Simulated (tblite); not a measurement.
Compound: C₈H₅FN₂.
Numbering: `[F:1][c:2]1[cH:3][n:4][c:5]2[cH:6][cH:7][cH:8][cH:9][c:10]2[n:11]1` (hydrogens: H12 on C3; H13 on C6; H14 on C7; H15 on C8; H16 on C9)

Computed geometry: GFN2-xTB, gas phase.

**Question.** What internal coordinates does the optimisation give?

**Answer.** 
```json
{"bond": "F1–C2", "length (bohr)": "2.527", "order": "single"}
{"bond": "C2–C3", "length (bohr)": "2.671", "order": "aromatic"}
{"bond": "C3–N4", "length (bohr)": "2.460", "order": "aromatic"}
{"bond": "N4–C5", "length (bohr)": "2.555", "order": "aromatic"}
{"bond": "C5–C6", "length (bohr)": "2.661", "order": "aromatic"}
{"bond": "C6–C7", "length (bohr)": "2.585", "order": "aromatic"}
{"bond": "C7–C8", "length (bohr)": "2.656", "order": "aromatic"}
{"bond": "C8–C9", "length (bohr)": "2.585", "order": "aromatic"}
{"bond": "C9–C10", "length (bohr)": "2.658", "order": "aromatic"}
{"bond": "C10–N11", "length (bohr)": "2.555", "order": "aromatic"}
{"bond": "C2–N11", "length (bohr)": "2.448", "order": "aromatic"}
{"bond": "C5–C10", "length (bohr)": "2.690", "order": "aromatic"}
{"bond": "C3–H12", "length (bohr)": "2.042", "order": "single"}
{"bond": "C6–H13", "length (bohr)": "2.038", "order": "single"}
{"bond": "C7–H14", "length (bohr)": "2.040", "order": "single"}
{"bond": "C8–H15", "length (bohr)": "2.041", "order": "single"}
{"bond": "C9–H16", "length (bohr)": "2.038", "order": "single"}
```

Orders are formal, as drawn. A selection of angles:
```json
{"angle": "F1–C2–C3", "degrees": "118.9"}
{"angle": "F1–C2–N11", "degrees": "117.1"}
{"angle": "C3–C2–N11", "degrees": "124.0"}
{"angle": "C2–C3–N4", "degrees": "120.5"}
{"angle": "C3–N4–C5", "degrees": "117.9"}
{"angle": "N4–C5–C6", "degrees": "119.9"}
{"angle": "N4–C5–C10", "degrees": "120.8"}
{"angle": "C6–C5–C10", "degrees": "119.3"}
{"angle": "C5–C6–C7", "degrees": "119.7"}
{"angle": "C6–C7–C8", "degrees": "120.9"}
{"angle": "C7–C8–C9", "degrees": "120.9"}
{"angle": "C8–C9–C10", "degrees": "119.5"}
{"angle": "C9–C10–N11", "degrees": "120.0"}
{"angle": "C5–C10–C9", "degrees": "119.7"}
{"angle": "C5–C10–N11", "degrees": "120.3"}
{"angle": "C2–N11–C10", "degrees": "116.6"}
```

The 11 heavy atoms lie in one plane (0.001 Å rms). The 4 C–N bonds span 1.295 Å (C2–N11, aromatic) to 1.352 Å (N4–C5, aromatic), a spread of 0.057 Å. The 6-membered ring C2–C3–N4–C5–C10–N11 has internal angles of 116.6° to 124.0°; it is planar, 0.00 Å rms from its mean plane, widest ring torsion 0°. The 7 C–C bonds span 1.368 Å (C6–C7, aromatic) to 1.424 Å (C5–C10, aromatic), a spread of 0.056 Å. The 6-membered ring C5–C6–C7–C8–C9–C10 has internal angles of 119.3° to 120.9°; it is planar, 0.00 Å rms from its mean plane, widest ring torsion 0°. N11 (pyridine-type nitrogen) is bent (angle 116.6°).

Point group: Cs (every atom within 0.08 Å of its image). Its GFN2-xTB frequencies are all real (lowest 101 cm⁻¹).

Time: 0.17 s of wall time. Hardware: one thread of an Arm Neoverse N1, shared host with 64 logical CPUs at a one-minute load of 17. These figures are those of the optimisation.
